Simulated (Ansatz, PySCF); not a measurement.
Gas-phase reaction (SMILES): CO[Si](Br)(OC)OC [bromo(trimethoxy)silane] + 7 [H][H] (H2) -> Br (HBr) + 3 C (CH4) + 3 O (H2O) + [SiH4] (SiH4); energy of full hydrogenation.

Each molecule is optimised on its own at B3LYP-D3(BJ)/def2-TZVP (Ansatz, a first-principles code), one conformer each, not searched for the lowest. Correlated levels leave the core frozen unless marked. No spin-orbit coupling. The frozen core is the preceding noble-gas configuration, with the filled d and f shells of earlier blocks. Non-relativistic. Basis-set limits of correlation are two-point, X^-3; Hartree-Fock from the larger set. [CCSD(T)-MP2]/basis is that difference in the basis named. Thermal terms are rigid-rotor harmonic-oscillator values from B3LYP-D3(BJ) frequencies (Ansatz or PySCF) at 298.15 K and 1 atm. 1 Eh = 627.5095 kcal/mol.

```csv
species,"E, RI-MP2/CBS(def2-TZVPPD,def2-QZVPPD)+[CCSD(T)-MP2]/def2-TZVPPD (Ansatz) (Eh)","E, PBE-D3(BJ)/def2-TZVPD (Ansatz + dftd3) (Eh)",H - E (Eh)
CO[Si](Br)(OC)OC,-3207.02376,-3208.45385,0.14324
[H][H] (H2),-1.17532,-1.16598,0.01336
Br (HBr),-2573.28273,-2574.36932,0.00927
C (CH4),-40.46135,-40.46420,0.04840
O (H2O),-76.37797,-76.38147,0.02495
[SiH4] (SiH4),-291.46147,-291.72290,0.03520
```

Task: Work out ΔE and ΔH at 298.15 K at the first level, then ΔH at the second.

Result: 
1. ΔE = [(-2573.28273) + 3×(-40.46135) + 3×(-76.37797) + (-291.46147)] - [(-3207.02376) + 7×(-1.17532)] = -0.01116 Eh = -7.0 kcal/mol at RI-MP2/CBS(def2-TZVPPD,def2-QZVPPD)+[CCSD(T)-MP2]/def2-TZVPPD.
2. The terms H - E add up to 0.02776 Eh, so ΔH = (-0.01116 + (0.02776))×627.5095 = 10.4 kcal/mol.
3. At PBE-D3(BJ)/def2-TZVPD the same steps give ΔE = -8.5 and ΔH = 8.9 kcal/mol, a shift of -1.5 from the first level.
4. These values are not checked against measurement here, since the tables used lack a sound gas-phase enthalpy of formation for at least one species.
